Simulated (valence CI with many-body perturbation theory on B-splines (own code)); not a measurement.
## Bi34+: calculated level list

Computed by configuration interaction combined with many-body perturbation theory (CI+MBPT): three valence electrons over a frozen Dirac-Fock core [Kr] 4d10, a basis of 7 s, 7 p, 7 d, 7 f, 4 g, 2 h functions for each j, with the one-electron correlation potential Σ1, the two-electron term Σ2, the three-electron term Σ3, Breit, model QED; selected CI, second order for the rest, scaled by the run's own slope (own B-spline code, finite nucleus).

The last digits are not significant, and no measured levels were compared; by estimate large intervals hold to a few tenths of a per cent, small ones and those within an open d or f shell to about a per cent. Excitations out of the core, of the other parity, are not computed and may begin above about 202 eV (a cautious bound); beyond it only levels of the ground parity were kept, without lifetimes.

Levels 46 to 90 of 109, with energies above the lowest level, (4f5/2^3) J=9/2. "Leading %" is the weight of the configuration and term that name the level; weights of strongly mixed levels are sums over their largest components and can fall short. In the jj column 3d3/2^4 stands for four electrons in 3d with j = 3/2.

```
No.  Configuration  Term     J  E (cm⁻¹)  Leading %                 Leading jj  Second component
 46         4f2 5p   4I°  11/2   2488200         52  4f5/2 4f7/2 5p1/2 (100 %)   18 % 4f2 5p 2I°
 47         4f2 5p   4H°   9/2   2489800         35  4f5/2 4f7/2 5p1/2 (100 %)   29 % 4f2 5p 4G°
 48         4f2 5p   4G°   7/2   2500900         35   4f5/2 4f7/2 5p1/2 (99 %)   18 % 4f2 5p 4F°
 49         4f2 5p   4F°   5/2   2505000         38  4f5/2 4f7/2 5p1/2 (100 %)   28 % 4f2 5p 4D°
 50         4f2 5p   2H°   9/2   2505700         36   4f5/2 4f7/2 5p1/2 (99 %)   27 % 4f2 5p 2G°
 51         4f2 5p   2F°   7/2   2511100         36   4f5/2 4f7/2 5p1/2 (99 %)   22 % 4f2 5p 4G°
 52         4f2 5p   4D°   1/2   2527200         48       4f5/2^2 5p1/2 (90 %)   32 % 4f2 5p 2P°
 53         4f2 5p   2I°  13/2   2530200         39   4f5/2 4f7/2 5p1/2 (68 %)   21 % 4f2 5p 4H°
 54         4f2 5p   4G°  11/2   2531300         44   4f5/2 4f7/2 5p1/2 (60 %)   30 % 4f2 5p 2H°
 55         4f2 5p   2D°   3/2   2542400         29   4f5/2 4f7/2 5p1/2 (89 %)   20 % 4f2 5p 2P°
 56         4f2 5p   2F°   5/2   2546100         34   4f5/2 4f7/2 5p1/2 (90 %)   18 % 4f2 5p 2D°
 57         4f2 5p   4P°   1/2   2559000         46  4f5/2 4f7/2 5p1/2 (100 %)   29 % 4f2 5p 4D°
 58         4f2 5p   4D°   3/2   2567700         51   4f5/2 4f7/2 5p1/2 (99 %)   25 % 4f2 5p 2P°
 59         4f2 5p   2F°   7/2   2569700         33      4f7/2^2 5p1/2 (100 %)   32 % 4f2 5p 4D°
 60         4f2 5p   2G°   9/2   2573900         35      4f7/2^2 5p1/2 (100 %)   30 % 4f2 5p 2H°
 61         4f2 5p   2H°  11/2   2580700         47       4f7/2^2 5p1/2 (60 %)   34 % 4f2 5p 2I°
 62         4f2 5p   2K°  13/2   2583400         47       4f7/2^2 5p1/2 (68 %)   35 % 4f2 5p 2I°
 63         4f2 5p   2P°   3/2   2614300         29       4f7/2^2 5p1/2 (95 %)   22 % 4f2 5p 4P°
 64         4f2 5p   2F°   5/2   2616300         34       4f7/2^2 5p1/2 (96 %)   23 % 4f2 5p 2D°
 65         4f2 5p   2P°   1/2   2701600         87       4f7/2^2 5p1/2 (90 %)    9 % 4f2 5p 4D°
 66         4f2 5p   4H°   7/2   2859300         39       4f5/2^2 5p3/2 (98 %)   22 % 4f2 5p 2G°
 67         4f2 5p   2H°   9/2   2860600         33       4f5/2^2 5p3/2 (97 %)   32 % 4f2 5p 4H°
 68         4f2 5p   2I°  11/2   2875400         37       4f5/2^2 5p3/2 (96 %)   34 % 4f2 5p 4I°
 69         4f2 5p   4G°   5/2   2875500         78       4f5/2^2 5p3/2 (99 %)   17 % 4f2 5p 2F°
 70         4f2 5p   4D°   1/2   2887900         76       4f5/2^2 5p3/2 (94 %)   21 % 4f2 5p 2P°
 71         4f2 5p   4F°   3/2   2889000         35       4f5/2^2 5p3/2 (93 %)   31 % 4f2 5p 4D°
 72         4f2 5p   2G°   7/2   2899700         32       4f5/2^2 5p3/2 (93 %)   24 % 4f2 5p 4G°
 73         4f2 5p   4F°   5/2   2901600         40       4f5/2^2 5p3/2 (87 %)   14 % 4f2 5p 2F°
 74         4f2 5p   4G°   9/2   2918600         40  4f5/2 4f7/2 5p3/2 (100 %)   30 % 4f2 5p 2H°
 75         4f2 5p   4H°  11/2   2920200         46   4f5/2 4f7/2 5p3/2 (97 %)   23 % 4f2 5p 2I°
 76         4f2 5p   4I°  13/2   2928600         71   4f5/2 4f7/2 5p3/2 (97 %)   16 % 4f2 5p 2I°
 77         4f2 5p   4G°   7/2   2933700         44  4f5/2 4f7/2 5p3/2 (100 %)   29 % 4f2 5p 2G°
 78         4f2 5p   4G°  11/2   2937600         44   4f5/2 4f7/2 5p3/2 (93 %)   26 % 4f2 5p 2H°
 79         4f2 5p   2F°   7/2   2939300         35   4f5/2 4f7/2 5p3/2 (97 %)   24 % 4f2 5p 2G°
 80         4f2 5p   4D°   3/2   2939300         52   4f5/2 4f7/2 5p3/2 (98 %)   40 % 4f2 5p 2D°
 81         4f2 5p   2G°   9/2   2941700         36   4f5/2 4f7/2 5p3/2 (98 %)   30 % 4f2 5p 4F°
 82         4f2 5p   2F°   5/2   2942400         38   4f5/2 4f7/2 5p3/2 (98 %)   37 % 4f2 5p 4D°
 83         4f2 5p   4G°   9/2   2946000         53   4f5/2 4f7/2 5p3/2 (98 %)   37 % 4f2 5p 2G°
 84         4f2 5p   2F°   5/2   2948400         44   4f5/2 4f7/2 5p3/2 (96 %)   17 % 4f2 5p 2D°
 85         4f2 5p   2G°   7/2   2954300         36   4f5/2 4f7/2 5p3/2 (98 %)   32 % 4f2 5p 4F°
 86         4f2 5p   2I°  13/2   2962400         54   4f5/2 4f7/2 5p3/2 (74 %)   35 % 4f2 5p 4H°
 87         4f2 5p   2H°  11/2   2965100         46   4f5/2 4f7/2 5p3/2 (74 %)   24 % 4f2 5p 4G°
 88         4f2 5p   4S°   3/2   2967100         30       4f5/2^2 5p3/2 (62 %)   29 % 4f2 5p 4P°
 89         4f2 5p   4I°  15/2   2968600         83   4f5/2 4f7/2 5p3/2 (53 %)   17 % 4f2 5p 2K°
 90         4f2 5p   2S°   1/2   2971000         33   4f5/2 4f7/2 5p3/2 (93 %)   29 % 4f2 5p 2P°
```

Where two levels of one J and parity lie close, their mixing, g and order are uncertain.
